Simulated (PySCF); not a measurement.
# ²⁹Si chemical shifts

Computed data (PySCF 2.14): structure optimised with GFN2-xTB, PBE0/pcSseg-1 with gauge-including orbitals. Single conformer, no relativistic terms, in vacuum, averaged over atoms made equivalent by symmetry, fast rotation or ring inversion.

Shieldings were converted by a linear fit to measured shifts: ²⁹Si (scatter 8.9 ppm rms, 25.8 ppm with the 6 outliers that the fit left out vs TMS, solution or neat liquid). Occasional misses reach two or three times the rms, and more in compound classes unlike the fitted ones.

Question: Give the ²⁹Si shifts of `C=C[SiH2]OC=C=S`, `O=C(O)[C@@H]([SiH3])[Si@@H]1C[C@@H]1[SiH3]`, `O=C[C@H]1[SiH2]C=CS1`, `O=C(O)[C@@H]([SiH3])[Si@H]1C[C@@H]1[SiH3]`, `O[Si@@H]1C[C@H](F)C[C@@H]1[SiH3]`, `CC#C[Si@H](O[SiH3])O[SiH2]C`, `C/C(=C\C(=O)O)[SiH]([SiH3])[SiH3]`.

Answer: 
| compound | environment | δ (ppm) |
| --- | --- | --- |
| C=C[SiH2]OC=C=S | silicon bonded to C, O, 2 H | -25.8 |
| [O:1]=[C:2]([OH:3])[C@@H:4]([SiH3:5])[Si@@H:6]1[CH2:7][C@@H:8]1[SiH3:9] | Si5: silicon bonded to C, 3 H | -55.1 |
| [O:1]=[C:2]([OH:3])[C@@H:4]([SiH3:5])[Si@@H:6]1[CH2:7][C@@H:8]1[SiH3:9] | Si9: silicon bonded to C, 3 H | -64.3 |
| [O:1]=[C:2]([OH:3])[C@@H:4]([SiH3:5])[Si@@H:6]1[CH2:7][C@@H:8]1[SiH3:9] | Si6: silicon bonded to 3 C, H, in a 3-membered ring | -98.4 |
| O=C[C@H]1[SiH2]C=CS1 | silicon bonded to 2 C, 2 H, in a 5-membered ring | -14.7 |
| [O:1]=[C:2]([OH:3])[C@@H:4]([SiH3:5])[Si@H:6]1[CH2:7][C@@H:8]1[SiH3:9] | Si9: silicon bonded to C, 3 H | -63.3 |
| [O:1]=[C:2]([OH:3])[C@@H:4]([SiH3:5])[Si@H:6]1[CH2:7][C@@H:8]1[SiH3:9] | Si5: silicon bonded to C, 3 H | -70.8 |
| [O:1]=[C:2]([OH:3])[C@@H:4]([SiH3:5])[Si@H:6]1[CH2:7][C@@H:8]1[SiH3:9] | Si6: silicon bonded to 3 C, H, in a 3-membered ring | -92.1 |
| [OH:1][Si@@H:2]1[CH2:3][C@H:4]([F:5])[CH2:6][C@@H:7]1[SiH3:8] | Si2: silicon bonded to 2 C, O, H, in a 5-membered ring | 4.9 |
| [OH:1][Si@@H:2]1[CH2:3][C@H:4]([F:5])[CH2:6][C@@H:7]1[SiH3:8] | Si8: silicon bonded to C, 3 H | -61.5 |
| [CH3:1][C:2]#[C:3][Si@H:4]([O:5][SiH3:6])[O:7][SiH2:8][CH3:9] | Si8: silicon bonded to C, O, 2 H | -28.3 |
| [CH3:1][C:2]#[C:3][Si@H:4]([O:5][SiH3:6])[O:7][SiH2:8][CH3:9] | Si6: silicon bonded to O, 3 H | -45.6 |
| [CH3:1][C:2]#[C:3][Si@H:4]([O:5][SiH3:6])[O:7][SiH2:8][CH3:9] | Si4: silicon bonded to C, 2 O, H | -65.7 |
| [CH3:1]/[C:2](=[CH:3]\[C:4](=[O:5])[OH:6])[SiH:7]([SiH3:8])[SiH3:9] | Si7: silicon bonded to C, 2 Si, H | -62.6 |
| [CH3:1]/[C:2](=[CH:3]\[C:4](=[O:5])[OH:6])[SiH:7]([SiH3:8])[SiH3:9] | Si8/9: silicon bonded to Si, 3 H (×2) | -100.5 |
